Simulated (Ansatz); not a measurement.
CH$_{4}$BBrO$_{2}$ (`COB(O)Br`). The species carries charge 0 and has multiplicity 1. Correlated methods include outer-core shells of Br, which these sets cover unevenly. Scalar relativity is left out up to krypton.

```xyz
9

C     0.3728   -1.3877    0.2997
O    -0.3297   -0.4633   -0.5054
B    -0.3323    0.8619   -0.3205
O    -1.0460    1.6381   -1.1629
Br    0.6725    1.6946    1.1394
H     0.0352   -1.3395    1.3373
H     1.4476   -1.1966    0.2683
H     0.1705   -2.3804   -0.1003
H    -0.9906    2.5729   -0.9556
```

(1) Give the diagnostics of a CCSD(T)/def2-TZVPP run (frozen core, Ansatz). (Best estimate.)

## Answers

(1) Ansatz gave: T1 = 0.0105, largest single amplitude 0.028, largest double 0.026, (T) share of the correlation energy 3.6 %, 9 CCSD cycles. The RHF solution is stable towards an unrestricted one. T1 lies under the customary mark of 0.02 for closed shells.
